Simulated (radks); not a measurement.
The numbers below are computed, except where a source is named.
Question: Radial electron density D(r) = 4 pi r^2 rho(r) of an atom or ion with 42 electrons. Code: a radial shooting solver on a logarithmic mesh with Libxc functionals. Model: Dirac Kohn-Sham, B86b exchange with PBE correlation, spin-unpolarised, spherical densities, finite nucleus; Fermi nuclear charge, rms radius of each element as measured or else 0.836 A^(1/3) + 0.57 fm.

r (bohr),D(r) (e/bohr)
0.003894,8.708
0.004643,11.43
0.005492,14.66
0.006497,18.55
0.007686,23.12
0.009092,28.30
0.01084,34.20
0.01282,39.94
0.01517,45.32
0.01795,49.75
0.0214,52.73
0.02531,53.52
0.02995,52.27
0.03542,49.55
0.0419,46.64
0.04997,45.21
0.05911,46.93
0.06992,51.97
0.08271,58.82
0.09784,64.36
0.1167,65.12
0.138,59.68
0.1633,50.57
0.1931,42.89
0.2285,41.05
0.2724,45.23
0.3223,49.67
0.3812,48.34
0.451,39.49
0.5335,26.99
0.6361,16.43
0.7525,11.88
0.8901,11.38
1.053,11.58
1.246,10.38
1.485,7.718
1.757,5.020
2.078,2.956
2.459,1.642
2.908,0.8698
3.468,0.4115
4.103,0.1774
4.853,0.06506
5.741,0.02134
6.846,0.01006
8.098,0.01375
9.579,0.02558
11.33,0.04447
13.4,0.06723
15.98,0.08113
18.91,0.07401
22.37,0.04050
26.46,0.01344
31.3,0.002952
37.32,0.0003721

What is the nuclear charge?

Answer: Z = 42. The innermost maximum, from 1s, lies near gamma/Z bohr with gamma = sqrt(1 - (Z/c)^2) = 0.952, here 0.0227 bohr (found: 0.0247), and its height grows with Z. The density is that of neutral molybdenum in [Kr] 4d5 4f1; the configuration itself is not fixed sharply by these data, and Z only to a few units. D(r) has 5 maxima, at r = 0.0247, 0.109, 0.341, 1.01, 16.5 bohr, and minima at 0.0500, 0.220, 0.842, 7.01 bohr, inside which lie 2.06, 11.10, 29.26, 41.01 electrons.
